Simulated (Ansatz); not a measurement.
Compare A (`FC(F)([SiH3])[SiH3]`) with its isomer B (`FC[SiH](F)[SiH3]`).

Computed with Ansatz on PBE0-D4/def2-TZVP structures; ΔE is electronic, products minus reactants. CCSD(T)/CBS adds triple-zeta CCSD(T) − MP2 to the extrapolated MP2 energy (def2 sets, frozen cores). Functionals use def2-TZVPP. B3LYP here is the variant with VWN-RPA as its local correlation; programs differ in this. One conformer a species, not always the lowest.

**Question.** Which isomer does CCSD(T)/CBS put lower? Give the gap. (Estimate.)

**Answer.** The calculation gave: B, by 218.0 kJ/mol.

**Question.** Give E(B) − E(A) in kJ/mol with B3LYP-D4, BLYP-D4, CCSD(T)/def2-SVP, B2PLYP, B3LYP, r2SCAN-D4, CCSD(T)/def2-TZVPP. (Best estimate.)

**Answer.** Ansatz gave: B3LYP-D4 -209.1, BLYP-D4 -200.8, CCSD(T)/def2-SVP -184.5, B2PLYP -214.6, B3LYP -211.8, r2SCAN-D4 -210.0, CCSD(T)/def2-TZVPP -213.9. None reverses the order clearly.

**Question.** Does the order hold for the free energy at 298.15 K (harmonic terms from PBE0-D4)? (Estimate.)

**Answer.** The calculation gave: Yes: G(B) − G(A) = -207.8 kJ/mol, for one conformer each. Modes under 60 cm⁻¹, often nearly free rotors, make the harmonic entropy too high.

Largest T1 diagnostic: 0.013.

From BLYP to BHLYP (50 % exact exchange), in def2-TZVPP and without D4, E(B) − E(A) moves by −13.8 kJ/mol. Leaving LDA and LC-ωPBE aside and taking each functional with its dispersion term where it has one, the values, not all of them listed here, spread over 20.3 kJ/mol, from B97M-V to BLYP-D4. LDA lies +9.8 kJ/mol from PBE without D4.
